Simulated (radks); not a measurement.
Values are calculated unless marked as measured or tabulated.
Question: Neutral holmium, configuration [Xe] 4f11 6s2. Code: a radial shooting solver on a logarithmic mesh with Libxc functionals. Model: scalar-relativistic Kohn-Sham, LDA (Slater exchange, Perdew-Wang correlation), spin-unpolarised, spherical densities, finite nucleus; Fermi nuclear charge, rms radius 5.2022 fm; hard spherical wall at 4 bohr. Some entries of the table are withheld. Estimate them.

orbital  occ.  eigenvalue (hartree)  <1/r> (bohr^-1)  <r> (bohr)
1s          2             -2036.968            75.97     0.02076
2s          2             -340.5233            17.67     0.08816
2p          6             -301.8169            16.38     0.07809
3s          2             -75.80714            6.508         (1)
3p          6             -63.97453            6.094      0.2290
3d         10             -48.91432            5.780      0.2079
4s          2             -14.71658            2.751      0.5191
4p          6             -10.81934              (2)      0.5504
4d         10              -5.55098            2.222      0.5969
5s          2              -1.58467            1.032       1.285
5p          6              -0.69629           0.8507       1.529
4f         11               0.16266            1.595      0.8487
5d          0               0.29022           0.5870       2.076
6s          2               0.36896           0.5250         (3)
6p          0               0.73567           0.5485       2.478
7s          0               2.19704           0.6200       2.391

Answer: 
(1) 3s <r> (bohr): 0.2301
(2) 4p <1/r> (bohr^-1): 2.519
(3) 6s <r> (bohr): 2.464
